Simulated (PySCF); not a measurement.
Isomers of C7H7FO2S, from PBE0-D3(BJ)/def2-SVP geometry optimisation, gas phase (PySCF 2.14.0). One conformer each, no zero-point energy, no frequencies.

Question: Which is lower in electronic energy at this level?
A. `[CH3:1][c:2]1[cH:3][cH:4][c:5]([S:6](=[O:7])(=[O:8])[F:9])[cH:10][cH:11]1` with C4–C5–S6–O7 -20° (tosyl fluoride): A = 2570, B = 561.0, C = 511.4 MHz, dipole 5.82 D
B. `[CH3:1][S:2](=[O:3])(=[O:4])[c:5]1[cH:6][cH:7][c:8]([F:9])[cH:10][cH:11]1` with C1–S2–C5–C6 91°: A = 2512, B = 545.8, C = 499.6 MHz, dipole 4.04 D

Answer: A. That is tosyl fluoride (`c1c(ccc(C)c1)S(F)(=O)=O`), 6.5 kcal/mol below the other.

```
               SMILES                                                              mapped SMILES      E (Eh)  relative (kcal/mol)  relative (kJ/mol)  dipole (D)
Cc1ccc(S(=O)(=O)F)cc1  [CH3:1][c:2]1[cH:3][cH:4][c:5]([S:6](=[O:7])(=[O:8])[F:9])[cH:10][cH:11]1  -918.18169                  0.0                0.0        5.82
CS(=O)(=O)c1ccc(F)cc1  [CH3:1][S:2](=[O:3])(=[O:4])[c:5]1[cH:6][cH:7][c:8]([F:9])[cH:10][cH:11]1  -918.17136                  6.5               27.1        4.04
```
